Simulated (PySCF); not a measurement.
## Exercise with solution: chemical shift, span and skew from a shielding tensor

C3H10OSi2, SMILES C[Si](C)([SiH3])C=O. Atoms are numbered in the order given.

```xyz
16

C     -1.1880    -1.8202     0.4631
Si    -0.3078    -0.1638     0.2299
C     -0.7900     1.1302     1.5087
Si     2.0238    -0.4933     0.1715
C     -0.7833     0.5674    -1.4992
O     -0.9214     1.7588    -1.6728
H     -0.9436    -2.5175    -0.3543
H     -2.2817    -1.6834     0.4826
H     -0.8889    -2.2953     1.4111
H     -0.3470     0.9291     2.4962
H     -0.4513     2.1183     1.1601
H     -1.8857     1.1697     1.6207
H      2.3965    -1.4088    -0.9499
H      2.7370     0.8047    -0.0181
H      2.4914    -1.1103     1.4511
H     -0.9117    -0.1409    -2.3719
```

The structure is a stationary point at B3LYP-D3(BJ)/def2-SVP. The structure was generated by enumeration, and PubChem lists no compound with its InChIKey, so it may never have been made. One conformer was computed; it need not be the lowest.

GIAO shieldings from PBE/pcSseg-1 in PySCF, non-relativistic, no solvent. The symmetric part of the tensor of Si4 has the principal values 432.9, 450.2, 461.1 ppm. The same nucleus in TMS has σ = 335.4 ppm at this level (PySCF, at its B3LYP-D3(BJ)/def2-TZVP geometry).

**Question.** Work out the isotropic shielding, the ²⁹Si shift against TMS, the span and the skew.

**Answer.** 
σ(iso) = (σ11 + σ22 + σ33)/3 = 448.1 ppm. δ = σ(ref) − σ(iso) = 335.4 − (448.1) = -112.7 ppm.
Span Ω = σ33 − σ11 = 28.2 ppm. Skew κ = 3(σ(iso) − σ22)/Ω = -0.23. Tumbling in solution averages the tensor to δ; in a static solid the shielding alone would spread this spin-1/2 line over Ω.
